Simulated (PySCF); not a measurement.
C₈H₁₀O₂, SMILES COc1cccc(OC)c1 at its GFN2-xTB optimised geometry (Å):

```
20

C      3.4057     1.7891     0.0097
O      2.0016     1.7125    -0.0002
C      1.4182     0.4791    -0.0001
C      2.1037    -0.7268     0.0003
C      1.3836    -1.9132     0.0000
C      0.0075    -1.9132     0.0000
C     -0.6862    -0.6997     0.0000
O     -2.0446    -0.7920     0.0013
C     -2.7975     0.3961     0.0028
C      0.0220     0.4900    -0.0006
H      3.8277     1.3227     0.9058
H      3.8409     1.3240    -0.8810
H      3.6429     2.8520     0.0125
H      3.1809    -0.7613     0.0006
H      1.9171    -2.8520    -0.0001
H     -0.5572    -2.8310     0.0002
H     -2.5954     0.9988     0.8940
H     -2.6032     0.9959    -0.8922
H     -3.8409     0.0841     0.0079
H     -0.4631     1.4519    -0.0013
```

Method: PBE0/def2-SVP (PySCF 2.14.0). Cells within 0.4 Å of a nucleus heavier than hydrogen are left out (blank, or x).

Map of the log10 of the electron density (e/bohr³), floored at −4 on the plane z = 0.0 Å:

```
|00000000000000000000000000000|
|00000000000000000000000000000|
|00000000000000000000000000000|
|00000000000000000000000000000|
|00000000000000000000012210000|
|00000000000000000000234432000|
|00000000000000000122356653100|
|00000000000011112455568864200|
|00000001111233334677779874200|
|0000012333345654579988x874200|
|000013455545787668xx99x875200|
|00023467765579877899888875200|
|00135678876579x88998767764200|
|0024689xx86679x99xx8655543100|
|00257999987789988998766432000|
|002467779x98xx87689x887531000|
|001345579xx9xx86689x998631000|
|00012346899889988899876531000|
|00000135676679x99xx8655320000|
|00000013454579x99x98643100000|
|00000000224689887898642000000|
|00000000013578766788641000000|
|00000000002466544566531000000|
|00000000001344322344310000000|
|00000000000112111122100000000|
|00000000000000000000000000000|
|00000000000000000000000000000|
|00000000000000000000000000000|
|00000000000000000000000000000|
```
Scale: ten equal steps from -4.00 (start of '0') to -0.278 (end of '9'), in the order '0123456789'; x runs from -6.00 to 6.00, y from -6.00 (bottom) to 6.00 (top).
